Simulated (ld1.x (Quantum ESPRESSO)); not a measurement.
# Reading a pseudo-wave (iodine)

Columns: radius, all-electron u(r) and pseudo u(r) of the 5s shell (level -17.41 eV) of iodine in the configuration [Kr] 4d10 5s2 5p5; PBE, scalar-relativistic, TM semilocal scheme, ld1.x (Quantum ESPRESSO) 7.5.

```tsv
r (bohr)	all-electron	pseudo
0.090	-0.1743	0.0605
0.180	0.1942	0.1163
0.270	0.2443	0.1632
0.360	-0.0057	0.1984
0.450	-0.2675	0.2216
0.540	-0.4058	0.2355
0.630	-0.4065	0.2449
0.720	-0.3047	0.2560
0.810	-0.1449	0.2752
0.900	0.0364	0.3086
0.990	0.2147	0.3613
1.080	0.3754	0.4356
1.170	0.5114	0.5271
1.260	0.6206	0.6222
1.350	0.7035	0.7035
1.440	0.7627	0.7627
1.530	0.8009	0.8009
1.620	0.8215	0.8215
1.710	0.8272	0.8272
1.800	0.8209	0.8209
1.890	0.8051	0.8051
1.980	0.7818	0.7818
2.070	0.7531	0.7531
2.160	0.7204	0.7204
2.250	0.6850	0.6850
2.340	0.6480	0.6480
```

How many radial nodes do the two functions have?

The all-electron 5s function has n − l − 1 = 4 (the table is too coarse to show those close to the nucleus); the pseudo-wave has 0, since the states of the same l below it are removed with the core.

At about which radius was the pseudo-wave matched?

1.40 bohr, where the columns begin to agree (steps of 0.09 bohr).

Is the pseudo-wave norm-conserving?

Yes: the TM semilocal scheme keeps the norm inside the radius equal to the all-electron one, which fixes the energy derivative of the logarithmic derivative at the level.
